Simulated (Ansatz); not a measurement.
CH6InNO, SMILES `C[NH][InH][OH]`. The species carries charge 0 and has multiplicity 1. In takes the def2 core potential. The structure was optimised at the PBE0-D4/def2-TZVP level. It is one conformer, not always the lowest.

```xyz
10

C     0.168    1.364    0.444
N     0.459   -0.001    0.809
In   -0.015   -1.665   -0.205
O    -0.983   -1.263   -1.896
H     1.074    1.975    0.342
H    -0.343    1.399   -0.521
H    -0.490    1.866    1.167
H     0.942   -0.079    1.688
H     0.315   -3.271    0.214
H    -1.127   -0.326   -2.041
```

What is the dipole moment at r2SCAN/def2-TZVPP? (Estimate.)

Ansatz gave: 2.31 D, with components (0.92, 1.09, 1.81) D in this frame, pointing from negative to positive charge.

And with PBE, B3LYP, ωB97M-V? (An estimate is asked.)

The calculation gave: PBE 2.29 D, B3LYP 2.34 D, ωB97M-V 2.29 D.

Give the Mulliken charges with r2SCAN, PBE, ωB97M-V in def2-TZVPP. (Best estimate.)

Ansatz gave: 
```csv
atom,r2SCAN,PBE,ωB97M-V
C1,0.01,-0.16,-0.19
N2,-0.47,-0.38,-0.43
In3,0.67,0.58,0.67
O4,-0.56,-0.49,-0.54
H5,0.05,0.09,0.11
H6,0.02,0.06,0.07
H7,0.05,0.09,0.11
H8,0.14,0.14,0.10
H9,-0.09,-0.10,-0.06
H10,0.19,0.17,0.16
```

B3LYP here is the variant with VWN-RPA as its local correlation; programs differ in this.
